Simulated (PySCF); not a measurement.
F3Ge, SMILES [Ge]([F])([F])[F] (connectivity only; charge and spin as stated), charge +1, multiplicity 1.

Geometry optimised at B3LYP-D3(BJ)/def2-SVP. The multiplicity is an assumed one; other spin states were not compared. The isomer is the one that the SMILES or the coordinates give; other isomers of the formula were not compared.

Computed with PySCF with PBE/def2-TZVPD.

The molecule is in vacuum.

Computed frontier levels, gap, dipole moment and polarisability:
```
Property                                                          Result
------------------------------------------------  ----------------------
highest occupied level                                         -17.75 eV
lowest empty level                                             -12.13 eV
orbital gap                                                      5.63 eV
dipole moment about the centre of nuclear charge               0.000 e·Å
mean static polarisability                          23.8 bohr³ (3.52 Å³)
polarisability, principal values                  17.8, 26.8, 26.8 bohr³
```
